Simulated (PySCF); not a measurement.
Question: Give a PBE0-D3(BJ)/def2-SVP geometry of `Oc1ccc(C=S)cc1`.

Answer: 
```xyz
15
C7H6OS angstrom
O      2.8405   -0.6120   -0.0241
C      1.5408   -0.2819   -0.0287
C      0.6189   -1.2844   -0.3758
C     -0.7314   -0.9994   -0.3965
C     -1.2093    0.2870   -0.0740
C     -2.6239    0.6108   -0.0886
S     -3.8666   -0.3760   -0.4554
C     -0.2742    1.2777    0.2706
C      1.0854    1.0028    0.2948
H      3.3697    0.1531    0.2279
H      0.9980   -2.2774   -0.6239
H     -1.4653   -1.7643   -0.6636
H     -2.8382    1.6573    0.1866
H     -0.6263    2.2816    0.5238
H      1.8031    1.7833    0.5650
```

Any rigid rotation of these coordinates is as good. Atoms count from 1 in this order. The 9 heavy atoms lie in one plane (0.000 Å rms). O1 (phenol-type oxygen) is bent (angle 109.7°). The 6-membered ring C2–C3–C4–C5–C8–C9 has internal angles of 118.3° to 121.1° (sum 720°, against 720° for a flat polygon); it is planar, 0.00 Å rms from its mean plane, widest ring torsion 0°. Of the pairs four or more bonds apart, S7···H12 is among the closest relative to their van der Waals radii: 2.78 Å, 93 % of the sum of Bondi's values.

Bonds between heavy atoms (Å): O1–C2 1.341, C2–C3 1.405, C3–C4 1.380, C4–C5 1.410, C5–C6 1.451, C6=S7 1.629, C5–C8 1.405, C8–C9 1.387, C2–C9 1.401.

Method used: PBE0-D3(BJ)/def2-SVP geometry optimisation, gas phase (PySCF 2.14.0).

Point group: Cs (every atom within 0.08 Å of its image). No PBE0-D3(BJ)/def2-SVP frequencies stand behind this structure, so it isn't proved a minimum. One conformer, not necessarily the lowest (H–O1–C2–C3 180°, C4–C5–C6–S7 0°).

The run took 1.8 min of wall time on Arm Neoverse N1, one thread, shared host with 64 logical CPUs at a one-minute load of 8.4, and the process peaked at 0.76 GiB of memory. This is the geometry optimisation.
